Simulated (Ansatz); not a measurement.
Ligand exchange: Si(CH3)(SiH3)F2 + SiH4 → Si(CH3)(SiH3)2F + HF

Species: Si(CH3)(SiH3)F2, singlet; SiH4 (silane) `[SiH4]`, singlet; Si(CH3)(SiH3)2F, singlet; HF (hydrogen fluoride), singlet. The partners trade F for SiH3: Si–F and H–SiH3 bonds give way to Si–SiH3 and H–F.

Shapes, held fixed at every level: PBE0-D4/def2-TZVP. Programs: Ansatz 0.2.0. Electronic energies: no zero-point or thermal term.

Task: Estimate ΔE of this reaction.

Result: The highest level, CCSD(T)/CBS estimate, gives ΔE = +156.8 kJ/mol; the levels span +156.8 to +192.9. The column of differences is taken from that level and isn't an error. No measured value is set beside it here. The CBS estimate extrapolates MP2 from def2-TZVPP and def2-QZVPP and adds CCSD(T) − MP2 in the triple-zeta set, cores frozen.

```json
{"level": "HF/def2-TZVPP", "kind": "Hartree–Fock", "ΔE (kJ/mol)": "+192.9", "less CCSD(T)/CBS estimate": "+36.1"}
{"level": "r2SCAN-D4/def2-TZVPP", "kind": "meta-GGA", "ΔE (kJ/mol)": "+159.3", "less CCSD(T)/CBS estimate": "+2.5"}
{"level": "B3LYP-D4/def2-TZVPP", "kind": "global hybrid", "ΔE (kJ/mol)": "+159.9", "less CCSD(T)/CBS estimate": "+3.1"}
{"level": "wB97M-V/def2-TZVPP", "kind": "range-separated hybrid", "ΔE (kJ/mol)": "+165.9", "less CCSD(T)/CBS estimate": "+9.1"}
{"level": "MP2/def2-TZVPP", "kind": "perturbation theory", "ΔE (kJ/mol)": "+162.6", "less CCSD(T)/CBS estimate": "+5.8"}
{"level": "CCSD(T)/def2-TZVPP", "kind": "coupled cluster or CI", "ΔE (kJ/mol)": "+159.7", "less CCSD(T)/CBS estimate": "+2.9"}
{"level": "CCSD/def2-TZVPP", "kind": "coupled cluster or CI", "ΔE (kJ/mol)": "+164.4", "less CCSD(T)/CBS estimate": "+7.6"}
{"level": "CCSD(T)/CBS estimate", "kind": "coupled cluster or CI", "ΔE (kJ/mol)": "+156.8", "less CCSD(T)/CBS estimate": "0.0"}
```
